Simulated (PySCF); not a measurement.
# Mg⁺: ionisation energy

Mg⁺ [Ne] 3s1 (2S) → Mg²⁺ [Ne] (1S), as a difference of total energies. Computed with PySCF 2.14 in aug-cc-pCVTZ-DK (8s7p5d3f, 75 functions), with the spin-free X2C one-electron Hamiltonian (Gaussian nucleus). Correlated levels: valence and next inner shell: 1s2 frozen; nothing frozen. The calculations carry no spin-orbit coupling.

```tsv
method	ionisation energy (eV)	error (eV)
UHF	14.745	-0.290
LDA	15.372	+0.337
PBE	15.358	+0.323
PBE0	15.254	+0.219
r2SCAN	15.043	+0.008
LC-wPBE	15.178	+0.143
M06	14.656	-0.379
r2SCANh	15.049	+0.014
CAM-B3LYP	15.488	+0.453
MP2 (valence and next inner shell)	14.950	-0.085
SCS-MP2 (valence and next inner shell)	14.905	-0.130
MP2 (all electrons)	14.948	-0.087
SCS-MP2 (all electrons)	14.904	-0.131
```

Reference: 15.035 eV (measured; NIST Atomic Spectra Database, ionization energies).

Errors of the correlated levels include the incompleteness of this basis and the frozen core.
